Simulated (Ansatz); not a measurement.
`C[O][AlH][SiH2][SiH3]` + HBr → `C[O][AlH][Br]` + `[SiH3][SiH3]`  (cleavage of the Al–Si bond)

Gas-phase electronic energies from Ansatz, PBE0-D4/def2-TZVP geometries. CBS: MP2 limit from def2 TZ/QZ plus the TZ coupled-cluster correction, frozen cores. For Br outer-core shells are correlated without core-valence functions, which leaves a few kJ/mol of doubt a bond. Scalar relativity is left out up to krypton. Each species was taken in one conformer, which may not be the lowest.

`C[O][AlH][SiH2][SiH3]`:

```xyz
14

C    -1.489   -1.858   -0.539
O    -0.376   -2.208    0.230
Al    0.744   -1.332    1.139
Si    0.493    1.106    1.176
Si    0.841    1.996   -0.960
H    -1.345   -2.177   -1.577
H    -2.384   -2.357   -0.154
H    -1.678   -0.776   -0.542
H     1.874   -2.180    1.847
H    -0.886    1.494    1.599
H     1.448    1.757    2.120
H     0.717    3.479   -0.984
H    -0.158    1.424   -1.905
H     2.198    1.630   -1.450
```

HBr:

Z-matrix (Å, degrees):
```
Br
H 1 1.420
```

`C[O][AlH][Br]`:

```xyz
8

C     1.216    0.427   -0.149
O    -0.092    0.614    0.313
Al   -1.519   -0.256    0.315
Br   -1.544   -2.304   -0.632
H     1.469    1.206   -0.875
H     1.918    0.502    0.687
H     1.353   -0.549   -0.628
H    -2.801    0.359    0.968
```

`[SiH3][SiH3]`:

Z-matrix (Å, degrees):
```
Si
Si 1 2.338
H 1 1.488 2 110.3
H 1 1.488 2 110.3 3 120.0
H 1 1.488 2 110.3 3 -120.0
H 2 1.488 1 110.3 3 59.9
H 2 1.488 1 110.3 3 179.9
H 2 1.488 1 110.3 3 -60.1
```

```csv
species,CCSD(T)/CBS(def2) energy (Eh)
`C[O][AlH][SiH2][SiH3]`,-938.83633
HBr,-2573.91920
`C[O][AlH][Br]`,-2931.07194
`[SiH3][SiH3]`,-581.74359
```

(1) Work out ΔE.

Largest T1 diagnostic among the species: 0.014.

Answers

(1) ΔE = (-2931.07194) + (-581.74359) − (-938.83633) − (-2573.91920) = -0.06000 Eh = -1.63 eV.

From PBE to PBE0 (25 % exact exchange), in def2-TZVPP and without D4, ΔE moves by −0.09 eV. In def2-TZVPP, CCSD(T) changes the Hartree–Fock value by +0.31 eV (the triples alone add +0.04 eV) and MP2 by +0.20 eV.
